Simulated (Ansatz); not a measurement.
Two isomers of C2H6OSSi: A = `COC([SiH3])=S`, B = `CC(=S)[SiH2]O`.

Computed with Ansatz on PBE0-D4/def2-TZVP structures; ΔE is electronic, products minus reactants. CCSD(T)/CBS adds triple-zeta CCSD(T) − MP2 to the extrapolated MP2 energy (def2 sets, frozen cores). DFT in def2-TZVPP. B3LYP here is the variant with VWN-RPA as its local correlation; programs differ in this. One conformer a species, not always the lowest.

(1) Which isomer does CCSD(T)/CBS put lower? Give the gap. (Estimate.)

(2) Give E(B) − E(A) in kcal/mol with B3LYP-D4, MP2/def2-TZVPP, CCSD(T)/def2-TZVPP, CCSD(T)/def2-SVP, CCSD/def2-TZVPP, B3LYP, ωB97M-V. (An estimate is asked.)

(3) Does the order hold for the free energy at 298.15 K (harmonic terms from PBE0-D4)? (An estimate is asked.)

Largest T1 diagnostic: 0.017.

## Answers

(1) Ansatz gave: B, by 48.1 kcal/mol.

(2) The calculation gave: B3LYP-D4 -44.3, MP2/def2-TZVPP -48.8, CCSD(T)/def2-TZVPP -46.6, CCSD(T)/def2-SVP -40.1, CCSD/def2-TZVPP -47.7, B3LYP -44.0, ωB97M-V -46.2. None reverses the order clearly.

(3) Ansatz gave: Yes: G(B) − G(A) = -46.9 kcal/mol, for one conformer each. Modes under 60 cm⁻¹, often nearly free rotors, make the harmonic entropy too high.

From PBE to PBE0 (25 % exact exchange), in def2-TZVPP and without D4, E(B) − E(A) moves by −2.9 kcal/mol. At CCSD(T), def2-SVP lies +8.0 kcal/mol from the extrapolated value and def2-TZVPP +1.4 kcal/mol.
